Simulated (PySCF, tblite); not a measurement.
Breaking a bond: trigermane, SMILES [GeH3][GeH2][GeH3] (H₈Ge₃), singlet. The Ge1–H11 bond (Ge1 also carries Ge, H, H; H11 carries nothing else) is varied alone, starting from the PBE0/def2-SVP optimised geometry.

Methods: GFN2-xTB, 300 K electronic temperature (tblite); UMP2/3-21G = unrestricted MP2 (frozen core)/3-21G run with PySCF 2.14.0; RKS-B3LYP/3-21G = restricted B3LYP/3-21G in PySCF 2.14.0.

Energies are in kcal/mol, each relative to the lowest point of its own curve near equilibrium.

```json
[
 {"R / Å": "1.25", "GFN2-xTB": "(withheld)", "UMP2/3-21G": "25.5", "RKS-B3LYP/3-21G": "23.3"},
 {"R / Å": "1.37", "GFN2-xTB": "3.9", "UMP2/3-21G": "7.6", "RKS-B3LYP/3-21G": "6.7"},
 {"R / Å": "1.44", "GFN2-xTB": "0.7", "UMP2/3-21G": "(withheld)", "RKS-B3LYP/3-21G": "2.1"},
 {"R / Å": "1.51", "GFN2-xTB": "0.0", "UMP2/3-21G": "0.3", "RKS-B3LYP/3-21G": "0.2"},
 {"R / Å": "1.54", "GFN2-xTB": "0.2", "UMP2/3-21G": "0.0", "RKS-B3LYP/3-21G": "0.0"},
 {"R / Å": "1.57", "GFN2-xTB": "0.7", "UMP2/3-21G": "0.0", "RKS-B3LYP/3-21G": "(withheld)"},
 {"R / Å": "1.66", "GFN2-xTB": "2.9", "UMP2/3-21G": "1.9", "RKS-B3LYP/3-21G": "2.1"},
 {"R / Å": "1.73", "GFN2-xTB": "5.4", "UMP2/3-21G": "4.6", "RKS-B3LYP/3-21G": "4.8"},
 {"R / Å": "1.89", "GFN2-xTB": "(withheld)", "UMP2/3-21G": "13.5", "RKS-B3LYP/3-21G": "13.7"},
 {"R / Å": "2.03", "GFN2-xTB": "18.2", "UMP2/3-21G": "22.9", "RKS-B3LYP/3-21G": "23.0"},
 {"R / Å": "2.27", "GFN2-xTB": "29.9", "UMP2/3-21G": "43.8", "RKS-B3LYP/3-21G": "39.6"},
 {"R / Å": "2.55", "GFN2-xTB": "(withheld)", "UMP2/3-21G": "60.0", "RKS-B3LYP/3-21G": "57.6"},
 {"R / Å": "2.85", "GFN2-xTB": "55.8", "UMP2/3-21G": "67.4", "RKS-B3LYP/3-21G": "74.1"},
 {"R / Å": "3.23", "GFN2-xTB": "68.7", "UMP2/3-21G": "71.1", "RKS-B3LYP/3-21G": "90.7"},
 {"R / Å": "3.76", "GFN2-xTB": "80.7", "UMP2/3-21G": "72.7", "RKS-B3LYP/3-21G": "(withheld)"},
 {"R / Å": "4.44", "GFN2-xTB": "87.9", "UMP2/3-21G": "73.2", "RKS-B3LYP/3-21G": "119.2"}
]
```

Q: What belongs in the gaps?

A: 
- 1.25, GFN2-xTB: 20.7
- 1.44, UMP2/3-21G: 2.5
- 1.57, RKS-B3LYP/3-21G: 0.1
- 1.89, GFN2-xTB: 11.8
- 2.55, GFN2-xTB: 43.2
- 3.76, RKS-B3LYP/3-21G: 106.8

The unrestricted determinant behind UMP2/3-21G is spin-contaminated at 2.27 to 4.44 Å (<S²> up to 1.0, against 0.00 for a pure singlet). The restricted form behind RKS-B3LYP/3-21G keeps the bonding electrons paired and can't separate into open-shell fragments.
